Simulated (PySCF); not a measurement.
Te(F)4 cation (F4Te), SMILES F[Te](F)(F)F (connectivity only; charge and spin as stated), charge +1, multiplicity 2. Geometry: B3LYP-D3(BJ)/def2-SVP. The spin state was assumed, not searched. The isomer is the one that the SMILES or the coordinates give; other isomers of the formula were not compared. The def2 effective core potentials stand for the cores of Te; spin–orbit coupling is left out.

Calculation: B3LYP-D3(BJ)/def2-SVP (PySCF).

Harmonic wavenumbers (cm⁻¹): 115, 126, 197, 214, 227, 503, 555, 712, 719. Rotational constants (GHz): 3.870, 2.611, 2.349; symmetry number 2.

### Question
Work out the zero-point energy and the ideal-gas rigid-rotor harmonic-oscillator thermochemistry at 298.15 K and 1 atm.

### Answer
ZPE = ½ Σ hcν = ½ × 3369 cm⁻¹ = 4.82 kcal/mol. H − E(el) = 9.47 kcal/mol. Entropy in cal/(mol K): translation 41.84, rotation 25.63, vibration 14.01, spin 1.38, total 82.85. G − E(el) = -15.23 kcal/mol. Cp = 21.25 cal/(mol K). Modes under 150 cm⁻¹ make the vibrational entropy uncertain.
